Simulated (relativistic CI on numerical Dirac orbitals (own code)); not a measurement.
**Line list: Electric-dipole lines, Pd¹³⁺**

These numbers are calculated, not measured: Dirac-Coulomb-Breit CI, orbitals from a KLI potential per configuration, model QED, unscaled Slater integrals (own radial code, finite nucleus).

CI space (outside the closed core [Ar] 3d10): 4s²4p³, 4s4p⁴, 4p⁵, 4s²4p²4d, 4s4p³4d, 4s²4p²4f, 4s4p³4f, 4p⁴4d, 4s4p²4d², 4s²4p²5s, 4s²4p4d4f, 4s²4p²5p, 4s²4p4d², 4s²4d³, 4s4p4d³, 4s²4d²4f, 4s4p4d²4f, 4s²4d²5s, 4p³4d², 4p²4d³, 4p²4d²4f, 4p²4d²5s. Double excitations out of closed p, d and f shells are left out; levels of such configurations are missing from the list, as are those of other unlisted configurations, and high levels can miss mixing partners. These lack a partner that the ground configuration has and come out too high: 4s²4p²5p.

| λ vac (Å) | Lower | Upper | A (s⁻¹) | log gf | S velocity/length |
| --- | --- | --- | --- | --- | --- |
| 167.46 | 4s4p⁴ ⁴P5/2 [6] | 4s4p³4d ⁴D°7/2 [84] | 1.61e+11 | 0.73 | 0.96 |
| 167.58 | 4s4p⁴ ²D3/2 [9] | 4s4p³4d ²F°5/2 [104] | 1.74e+11 | 0.64 | 0.95 |
| 168.34 | 4s4p⁴ ²D5/2 [10] | 4s4p³4d ²F°7/2 [108] | 2.49e+11 | 0.93 | 0.95 |
| 168.78 | 4s²4p²4d ²G9/2 [29] | 4s²4p²4f ²H°11/2 [187] | 2.41e+11 | 1.09 | 0.90 |
| 169.25 | 4s²4p²4d ²G7/2 [25] | 4s²4p²4f ²H°9/2 [179] | 1.93e+11 | 0.92 | 0.90 |
| 170.05 | 4s4p⁴ ²P3/2 [12] | 4s4p³4d ²D°5/2 [119] | 1.53e+11 | 0.60 | 0.94 |
| 170.07 | 4s²4p³ ²P°1/2 [4] | 4s²4p²4d ²D3/2 [40] | 1.40e+11 | 0.38 | 0.98 |
| 170.21 | 4s²4p³ ²D°5/2 [3] | 4s²4p²4d ²F7/2 [38] | 2.69e+11 | 0.97 | 0.98 |
| 170.24 | 4s²4p²4d ⁴F9/2 [21] | 4s²4p²4f ⁴G°11/2 [157] | 2.17e+11 | 1.05 | 0.91 |
| 171.15 | 4s²4p³ ²D°3/2 [2] | 4s²4p²4d ²F5/2 [36] | 1.50e+11 | 0.60 | 0.98 |
| 171.97 | 4s²4p²4d ²F5/2 [16] | 4s²4p²4f ²G°7/2 [143] | 1.61e+11 | 0.76 | 0.90 |
| 172.52 | 4s²4p²4d ⁴F9/2 [21] | 4s²4p4d² ⁴F°9/2 [153] | 1.29e+11 | 0.76 | 0.93 |
| 172.62 | 4s²4p²4d ²G7/2 [24] | 4s²4p4d² ²G°9/2 [167] | 2.04e+11 | 0.96 | 0.90 |
| 174.17 | 4s²4p²4d ²D5/2 [32] | 4s²4p²4f ²F°7/2 [192] | 2.25e+11 | 0.91 | 0.93 |
| 174.25 | 4s²4p²4d ⁴P5/2 [26] | 4s²4p4d² ⁴D°7/2 [172] | 3.57e+11 | 1.11 | 0.92 |
| 175.29 | 4s²4p³ ²D°3/2 [2] | 4s²4p²4d ²D3/2 [33] | 1.44e+11 | 0.42 | 0.99 |
| 175.59 | 4s²4p³ ⁴S°3/2 [1] | 4s²4p²4d ⁴P3/2 [27] | 1.28e+11 | 0.38 | 0.99 |
| 176.96 | 4s²4p³ ⁴S°3/2 [1] | 4s²4p²4d ⁴P5/2 [26] | 1.65e+11 | 0.67 | 0.99 |
| 178.20 | 4s²4p³ ²P°3/2 [5] | 4s²4p²4d ²D5/2 [41] | 2.22e+11 | 0.80 | 0.98 |
| 183.66 | 4s²4p³ ²D°5/2 [3] | 4s²4p²4d ²D5/2 [32] | 1.04e+11 | 0.50 | 0.98 |

Terms are leading LS components. Brackets give the number of a level in order of energy, since labels repeat. The list gives strong lines, with weight on those to low levels, among the lowest 200 of 3656 levels, so that lines to higher ones, which can be the strongest, are missing. Levels whose partners in the same complex of configurations lie outside the list can be far off, and so can their lines. Rates are taken at the computed energies, electric ones in the length gauge. A velocity-to-length ratio far from 1 marks an uncertain rate.

At this charge energies of transitions that change n are usually good to better than 1 %, and those within a shell (Δn = 0) to a few per cent.

LS names give the leading component of a level, which can be under half, so a name can repeat, a term be missing and a line seem to break the LS rules.
